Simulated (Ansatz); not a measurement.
Reactions of C3H4OS, SMILES `OCC#CS`.

Computed with Ansatz on PBE0-D4/def2-TZVP structures; ΔE is electronic, products minus reactants. CCSD(T)/CBS adds triple-zeta CCSD(T) − MP2 to the extrapolated MP2 energy (def2 sets, frozen cores). This one scheme is used for every species, atoms too. DFT in def2-TZVPP. B3LYP here is the variant with VWN-RPA as its local correlation; programs differ in this. Open shells (•) are unrestricted, without spin–orbit coupling. Spin–orbit coupling would lower the free atoms: a little for C, O, S. def2 core potentials past Kr. For Se, Te outer-core shells are correlated without core-valence functions, so the limit isn't a true one: a few kJ/mol of doubt a bond, and 10 to 20 or more in all where bonds break to atoms. Scalar relativity is left out up to krypton. One conformer a species, not always the lowest.

```csv
reaction,PBE-D4 (kJ/mol),B2PLYP (kJ/mol),B3LYP-D4 (kJ/mol),r2SCAN-D4 (kJ/mol)
`OCC#CS` + CH₃NH₂ → `CNCC#CS` + H₂O,-23,-22,-22,-23
`OCC#CS` + `C[SeH]` → `C[Se]CO` + `C#CS`,10,10,10,10
`OCC#CS` + H₂ → `C#CCO` + H₂S,-41,-58,-52,-46
`OCC#CS` + CH₃OH → `COCO` + `C#CS`,18,13,14,14
`OCC#CS` → `O=C1CSC1`,-151,-130,-134,-147
`OCC#CS` + H₂O → `OC#CCO` + H₂S,56,57,55,57
`OCC#CS` + H₂Te → `SC#C[TeH]` + CH₃OH,3,0,3,4
`OCC#CS` + H₂ → `CC#CS` + H₂O,-106,-115,-110,-109
`OCC#CS` → `C#CSCO`,9,10,9,8
`OCC#CS` → 3 C• + 4 H• + O• + S•,3734,3558,3588,3610
```

(1) Give the CCSD(T)/CBS values in the same order. (Estimate.)

Largest T1 diagnostic: 0.015, for `O=C1CSC1`.

## Answers

(1) Computed: -32, 4, -61, 12, -136, 64, -3, -119, 6, 3587 kJ/mol.
